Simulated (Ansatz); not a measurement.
Consider the substitution at a C–Si bond: `C=C([SiH3])NC` + H–F → `C=C(F)NC` + SiH₄.

Program: Ansatz. Geometries: PBE0-D4/def2-TZVP. ΔE: electronic, gas phase. CBS: MP2 limit from def2 TZ/QZ plus the TZ coupled-cluster correction, frozen cores. This one scheme is used for every species. Functionals use def2-TZVPP. B3LYP here is the variant with VWN-RPA as its local correlation; programs differ in this. Each species was taken in one conformer, which may not be the lowest.

```
             level  ΔE (kcal/mol)  difference from CCSD(T)/CBS
            PBE-D4           10.5                         -3.3
         r2SCAN-D4            8.8                         -5.0
           PBE0-D4           10.8                         -3.0
          B3LYP-D4            9.8                         -4.0
           ωB97X-V            8.5                         -5.3
           ωB97M-V            9.7                         -4.1
            B2PLYP            9.3                         -4.5
               PBE            8.5                         -5.3
            r2SCAN            8.3                         -5.5
              PBE0            9.1                         -4.7
             B3LYP            6.6                         -7.2
     HF/def2-TZVPP            4.2                         -9.6
    MP2/def2-TZVPP           14.5                          0.7
SCS-MP2/def2-TZVPP           12.0                         -1.8
   CCSD/def2-TZVPP           10.9                         -2.9
CCSD(T)/def2-TZVPP           11.9                         -1.9
     HF/def2-QZVPP            4.4                         -9.4
    MP2/def2-QZVPP           15.7                          1.9
SCS-MP2/def2-QZVPP           13.2                         -0.6
      HF/CBS(def2)            4.4                         -9.4
     MP2/CBS(def2)           16.4                          2.6
    CCSD/CBS(def2)           12.8                         -1.0
       CCSD(T)/CBS           13.8                            0
```

Largest T1 diagnostic among the species: 0.012.

In def2-TZVPP, CCSD(T) changes the Hartree–Fock value by +7.7 kcal/mol (the triples alone add +0.9 kcal/mol) and MP2 by +10.3 kcal/mol. The D4 term adds +3.2 kcal/mol with B3LYP and +1.8 kcal/mol with PBE0; it sums over pairs of atoms, weighted by their polarisabilities, and B3LYP, whose exchange is more repulsive, gets the larger term.
